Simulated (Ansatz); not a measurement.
`N=C(F)O[SiH3]` + CH₄ → `CC(=N)F` + silanol at 400 K and 1 bar (formal exchange of groups at a C–O bond).

Calculated with Ansatz (gas phase, PBE0-D4/def2-TZVP geometries, no zero-point term in ΔE). CCSD(T)/CBS is the MP2 limit (def2-TZVPP, def2-QZVPP) plus CCSD(T) − MP2 in def2-TZVPP, frozen cores. This one scheme is used for every species. One conformer a species, not always the lowest.

| species | CCSD(T)/CBS energy (Eh) | H − E (kJ/mol) | S (J/(mol·K)) |
| --- | --- | --- | --- |
| `N=C(F)O[SiH3]` | -559.21604 | 170.4 | 361.5 |
| CH₄ | -40.46206 | 131.3 | 197.2 |
| `CC(=N)F` | -232.99347 | 183.2 | 303.1 |
| `O[SiH3]` | -366.69042 | 120.0 | 276.4 |

H − E and S are ideal-gas, rigid-rotor, harmonic terms from PBE0-D4/def2-TZVP, for one conformer and one mirror image of each species. 1 Eh = 2625.50 kJ/mol, R = 8.31446 J/(mol·K).

**Question.** By hand: ΔE, ΔH, ΔS and ΔG.

**Answer.** ΔE = (-232.99347) + (-366.69042) − (-559.21604) − (-40.46206) = -0.00579 Eh = -15.2 kJ/mol. Δ(H − E) = 183.2 + 120.0 − 170.4 − 131.3 = 1.5, so ΔH = -13.7 kJ/mol. ΔS = 303.1 + 276.4 − 361.5 − 197.2 = 20.8 J/(mol·K). ΔG = -13.7 − 400 × (20.8)/1000 = -22.0 kJ/mol.

**Question.** By hand: the equilibrium constant, and the temperature at which ΔG would vanish if ΔH and ΔS stayed fixed.

**Answer.** log₁₀ K = −ΔG/(RT ln 10) = 2.9. ΔH and −TΔS have one sign here, so there is no such temperature.

TΔS isn't small against ΔH here. A doubt of 5 kJ/mol in ΔE shifts log₁₀ K by 0.7 here. Other conformers and mirror images would add mixing entropy, several J/(mol·K) or more a flexible species. Modes under 60 cm⁻¹, often nearly free rotors, make the harmonic entropy too high. These are equilibria of isolated gas molecules and say nothing of rates. Largest T1 diagnostic: 0.013 (customary marks: 0.02 for closed shells, 0.045 for open ones).
